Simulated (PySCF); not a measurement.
**Basis and Hamiltonian dependence of the electron affinity of Sb**

Sb⁻ [Kr] 4d10 5s2 5p4 (3P) → Sb [Kr] 4d10 5s2 5p3 (4S). All values are computed (PySCF 2.14, energy differences of UHF-based or UKS calculations, no spin-orbit coupling). Values in eV.

| basis | Hamiltonian | functions | UHF | r2SCAN | PBE0 | MP2 (valence) | CCSD(T) (valence) | CCSD(T) (valence and next inner shell) |
| --- | --- | --- | --- | --- | --- | --- | --- | --- |
| aug-cc-pVDZ-PP with ECP28MDF | ECP | 32 | -0.104 | 0.863 | 0.847 | 0.399 | 0.496 | n/a |
| aug-cc-pwCVDZ-PP with ECP28MDF | ECP | 48 | -0.101 | 0.882 | 0.862 | 0.404 | 0.502 | 0.509 |
| aug-cc-pVTZ-PP with ECP28MDF | ECP | 55 | -0.061 | 0.901 | 0.880 | 0.598 | 0.757 | n/a |
| def2-TZVPPD with the def2 core potential (28 electrons) | ECP | 56 | -0.168 | 0.801 | 0.775 | 0.431 | 0.579 | 0.593 |
| aug-cc-pVTZ-PP with one added diffuse shell each of d, f type with ECP28MDF | ECP | 67 | -0.060 | 0.903 | 0.880 | 0.600 | 0.759 | n/a |
| aug-cc-pVTZ-DK3 | spin-free X2C | 68 | -0.057 | 0.923 | 0.896 | 0.605 | 0.763 | n/a |
| ANO-RCC-VTZP | spin-free X2C | 68 | -0.105 | 0.896 | 0.880 | 0.434 | 0.544 | 0.578 |
| def2-QZVPPD with the def2 core potential (28 electrons) | ECP | 88 | -0.108 | 0.856 | 0.831 | 0.584 | 0.747 | n/a |
| aug-cc-pVQZ-DK3 | spin-free X2C | 102 | -0.053 | 0.927 | 0.900 | 0.684 | 0.841 | n/a |
| aug-cc-pwCVTZ-DK3 | spin-free X2C | 109 | -0.053 | 0.926 | 0.900 | 0.617 | 0.775 | n/a |
| aug-cc-pVQZ-PP with one added diffuse shell each of s, p, d, f, g type with ECP28MDF | ECP | 117 | -0.051 | 0.928 | 0.900 | 0.688 | n/a | n/a |
| aug-cc-pwCVTZ-DK3 with one added diffuse shell each of s, p, d, f type | spin-free X2C | 125 | -0.050 | 0.934 | 0.905 | 0.623 | n/a | n/a |
| x2c-QZVPPall with one added diffuse shell each of s, p, d, f type | spin-free X2C | 128 | -0.053 | 0.926 | 0.902 | 0.657 | n/a | n/a |
| aug-cc-pwCVQZ-PP with ECP28MDF | ECP | 169 | -0.050 | 0.923 | 0.897 | 0.691 | n/a | n/a |

Extrapolation of CCSD(T) (valence) from aug-cc-pVTZ-DK3 and aug-cc-pVQZ-DK3: the correlation parts are 0.820 and 0.895 eV; with the X⁻³ form and unrounded values, (4³ × 0.895 − 3³ × 0.820)/(4³ − 3³) = 0.949 eV, and adding the Hartree-Fock value -0.053 eV of the larger basis gives 0.896 eV.

Frozen in the all-electron rows: valence: [Kr] 4d10; valence and next inner shell: [Ar] 3d10; with a core potential, the same shells as far as they lie outside it.

In most of these bases the highest occupied level of the anion is positive at r2SCAN, PBE0, so the basis helps to hold the electron.

Between the lowest levels the reference is 1.047 eV (measured; photodetachment measurements, as compiled on the Wikipedia data page of electron affinities); it includes spin-orbit coupling, which these numbers lack.
